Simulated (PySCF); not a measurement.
CH₁₃NSi₄, SMILES N[Si@@H](C[SiH3])[SiH2][SiH3].

Geometry optimised at PBE-D3(BJ)/def2-SVP. The structure was generated by enumeration; whether it is a known compound was not checked. Other conformers were not sampled.

Computed with PBE-D3(BJ)/def2-SVP (PySCF).

Frequencies are harmonic and unscaled.

Task: Give all harmonic wavenumbers and intensities. (An estimate is asked for; the answer gives what the named calculation found.)

Result: 
```csv
mode,ν (cm⁻¹),IR (km/mol),moving atoms (share of kinetic energy)
1,30,0.0,"Si 60 %, H 26 %, N 9 %"
2,43,1.0,"H 36 %, Si 35 %, C 26 %"
3,56,0.6,"Si 56 %, H 26 %, N 12 %"
4,81,0.0,"H 74 %, Si 17 %"
5,105,0.7,"Si 41 %, H 38 %, N 16 %"
6,146,6.3,"H 79 %, N 15 %"
7,158,3.0,"Si 39 %, H 35 %, N 17 %, C 9 %"
8,179,1.4,"Si 44 %, H 33 %, N 19 %"
9,201,4.9,"H 78 %, Si 14 %"
10,273,15.0,"H 47 %, Si 36 %, N 13 %"
11,324,4.5,"H 86 %, Si 12 %"
12,385,2.2,"Si 62 %, H 32 %"
13,434,0.4,"Si 73 %, H 24 %"
14,457,91.7,"H 78 %, N 11 %, Si 10 %"
15,463,18.3,"H 81 %, Si 11 %"
16,479,78.8,"H 75 %, Si 15 %"
17,490,43.7,"H 74 %, Si 22 %"
18,550,26.0,"H 55 %, Si 30 %, C 12 %"
19,623,83.5,"H 87 %, Si 11 %"
20,652,122.3,"H 87 %, Si 10 %"
21,655,75.9,"H 84 %, Si 10 %"
22,693,12.9,"H 49 %, C 33 %, Si 12 %"
23,718,30.8,"H 45 %, C 35 %, Si 15 %"
24,757,53.2,"H 71 %, Si 13 %, C 12 %"
25,784,81.8,"H 73 %, C 17 %"
26,815,10.9,"N 35 %, Si 34 %, H 28 %"
27,835,246.5,"H 87 %, Si 11 %"
28,873,32.2,H 91 %
29,881,72.3,H 90 %
30,900,175.6,H 90 %
31,904,34.9,H 98 %
32,906,129.8,H 96 %
33,910,27.3,H 92 %
34,926,32.2,H 97 %
35,978,2.9,H 93 %
36,1027,96.5,"H 63 %, C 34 %"
37,1327,6.4,H 92 %
38,1499,37.4,"H 90 %, N 9 %"
39,2116,65.7,H 97 %
40,2131,44.1,H 96 %
41,2142,60.4,H 99 %
42,2146,138.8,H 97 %
43,2148,69.6,H 97 %
44,2157,123.8,H 96 %
45,2159,102.5,H 96 %
46,2169,77.3,H 98 %
47,2177,113.0,H 96 %
48,2986,0.8,H 95 %
49,3047,0.1,"H 91 %, C 9 %"
50,3472,32.8,H 96 %
51,3565,21.5,"H 92 %, N 8 %"
```
